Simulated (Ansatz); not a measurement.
Compare A (`C[SiH2][SiH](F)[SiH3]`) with its isomer B (`FC[SiH]([SiH3])[SiH3]`).

Program: Ansatz. Geometries: PBE0-D4/def2-TZVP. ΔE: electronic, gas phase. CBS: MP2 limit from def2 TZ/QZ plus the TZ coupled-cluster correction, frozen cores. Functionals use def2-TZVPP. B3LYP here is the variant with VWN-RPA as its local correlation; programs differ in this. One conformer a species, not always the lowest.

A:

```xyz
14

C     0.8101    0.5089    2.5384
Si    0.9943    0.3532    0.6786
Si   -0.9745   -0.4046   -0.3472
F    -2.2027    0.5571    0.0786
Si   -0.8088   -0.4592   -2.6854
H     0.0119    1.2117    2.7860
H     1.7370    0.8702    2.9893
H     0.5641   -0.4565    2.9853
H     2.0596   -0.6310    0.3293
H     1.3781    1.6621    0.0786
H    -1.3077   -1.7729    0.1470
H     0.2972   -1.3881   -3.0474
H    -0.4903    0.8919   -3.2193
H    -2.0684   -0.9427   -3.3120
```

B:

Z-matrix (Å, degrees):
```
C
Si 1 1.908
F 1 1.391 2 110.0
H 1 1.095 2 111.2 3 119.8
H 1 1.095 2 111.2 3 -119.8
Si 2 2.340 1 110.2 3 -61.5
Si 2 2.340 1 110.2 3 61.4
H 2 1.493 1 106.5 3 180.0
H 6 1.488 2 109.6 1 -174.4
H 6 1.489 2 110.6 1 -54.5
H 6 1.486 2 110.3 1 65.9
H 7 1.486 2 110.3 1 -65.9
H 7 1.488 2 109.6 1 174.5
H 7 1.489 2 110.6 1 54.6
```

Problem. Which is lower in electronic energy at CCSD(T)/CBS, and by how much? (An estimate is asked.)

Solution. Computed: A, by 228.9 kJ/mol.

Problem. Give E(B) − E(A) in kJ/mol with ωB97M-V, B3LYP-D4, HF/def2-TZVPP, B3LYP, r2SCAN-D4, CCSD(T)/def2-TZVPP, MP2/def2-TZVPP. (Estimate.)

Solution. The calculation gave: ωB97M-V 222.7, B3LYP-D4 220.3, HF/def2-TZVPP 229.5, B3LYP 222.5, r2SCAN-D4 223.8, CCSD(T)/def2-TZVPP 223.2, MP2/def2-TZVPP 234.1. None reverses the order clearly.

Largest T1 diagnostic: 0.013.

From PBE to PBE0 (25 % exact exchange), in def2-TZVPP and without D4, E(B) − E(A) moves by +5.9 kJ/mol.
